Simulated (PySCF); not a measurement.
# Simulated absorption spectrum

Compound: C2H7GeN.
SMILES: `C/N=[CH]\[GeH3]`

Method used: TDDFT CAM-B3LYP/def2-SVPD, vertical, gas phase, core orbitals frozen in the response in PySCF. Isolated species at its PBE0-D3(BJ)/def2-SVP geometry, gas phase. Relativistic effects, spin–orbit coupling among them, are left out although an element past zinc is present.

Computed states:

```
state  E (eV)       f
   S1    4.22  0.0000
   S2    6.47   0.017
   S3    7.02   0.061
   S4    7.28  0.0017
   S5    7.39   0.338
   S6    7.78  0.0090
   S7    7.78  0.0035
   S8    8.02  0.0005
   S9    8.04  0.0027
  S10    8.12   0.243
```

Broadening: Gaussians 0.4 eV wide at half height, area fixed by f = 4.319×10⁻⁹ ∫ε dν̃. The width is an assumption, not a result. The curve ends short of the highest state used, and states not computed would add to its high-energy end.

Question: Give the broadened spectrum and its maxima.

Answer: 
E (eV), ε (L mol⁻¹ cm⁻¹) and a bar:
```
     3.62          0 
     3.73          0 
     3.84          0 
     3.95          0 
     4.06          0 
     4.18          1 
     4.29          1 
     4.40          0 
     4.51          0 
     4.62          0 
     4.73          0 
     4.85          0 
     4.96          0 
     5.07          0 
     5.18          0 
     5.29          0 
     5.40          0 
     5.51          0 
     5.63          0 
     5.74          0 
     5.85          1 
     5.96         12 
     6.07         69 
     6.18        259 
     6.29        639 #
     6.41       1065 #
     6.52       1137 #
     6.63       1020 #
     6.74       1382 ##
     6.85       2725 ####
     6.96       4869 ######
     7.08       8419 ###########
     7.19      14293 ###################
     7.30      21215 ############################
     7.41      23032 ##############################
     7.52      17125 ######################
```

Maxima: 191 nm (6.49 eV), ε about 1200, made up of S2 (98%); 168 nm (7.38 eV), ε about 23000, made up of S5 (97%) (ε in L mol⁻¹ cm⁻¹; maxima over ε = 5, shares over 10%).

Question: On this curve, what absorbance would a 10⁻⁴ mol/L sample give at 193 nm over a 1 cm path?

Answer: 193 nm is 6.424 eV, where ε is about 1100 L mol⁻¹ cm⁻¹, so A = ε c l ≈ 0.11 (Beer–Lambert, with the gas-phase spectrum and the assumed width).

Question: What would ε be at 7.38 eV, the highest of these maxima, with half the width (0.2 eV)?

Answer: About 45500 L mol⁻¹ cm⁻¹ against 23400, a factor of about 1.9; a lone state at its own centre would give exactly 2.

Question: Coming from long wavelengths, where does ε first pass 100 L mol⁻¹ cm⁻¹?

Answer: At about 203 nm (6.10 eV), 1.88 eV above S1.

The vertical ionisation energy (ΔSCF) is 9.06 eV, 0.94 eV above S10.
